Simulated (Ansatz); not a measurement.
The same path of C3H4Se (8 atoms, charge 0, multiplicity 1) was run 3 times with different band settings. The coordinate that changes most is the dihedral C1–C2–C3–Se4.

All numbers below come from Ansatz, RKS B3LYP-D4/def2-SVP.

Relaxed end points:

```xyz
8
Properties=species:S:1:pos:R:3
C -0.058 1.254 0.095
C 0.406 0.018 0.367
C -0.065 -1.218 -0.240
Se -1.340 -1.427 -1.461
H -0.858 1.401 -0.637
H 0.352 2.133 0.597
H 1.208 -0.096 1.105
H 0.448 -2.122 0.118
```

```xyz
8
Properties=species:S:1:pos:R:3
C 0.027 1.277 0.177
C 0.366 -0.021 0.326
C -0.273 -1.081 -0.417
Se 0.114 -2.808 -0.278
H -0.756 1.583 -0.524
H 0.522 2.067 0.748
H 1.151 -0.313 1.030
H -1.059 -0.763 -1.118
```

Common settings: spring 5.0 eV/Å²; optimiser quadratic models (default); start path through a guess of the saddle point; iteration limit 60; end points relaxed.

| run | movable images | climbing image | force threshold |
| --- | --- | --- | --- |
| 1 | 7 | yes | 0.05 eV/Å |
| 2 | 8 | no | 0.05 eV/Å |
| 3 | 7 | yes | 0.2 eV/Å |

What does each run give, and how far can it be trusted?

Run 1: converged after 10 iterations, highest image 0.356 eV above the first end. A vibrational analysis at the climbing image gives one clearly imaginary mode, 235i cm⁻¹: a first-order saddle point.
Run 2: converged after 11 iterations, highest image 0.346 eV above the first end. No image climbed, so the highest image needn't sit at the top of the path.
Run 3: converged after 8 iterations, highest image 0.355 eV above the first end. The threshold of 0.2 eV/Å is loose, so the images may lie well off the minimum-energy path. Another band between the same ends (7 images) ends at a top of the same energy, where a vibrational analysis finds 1 clearly imaginary mode.
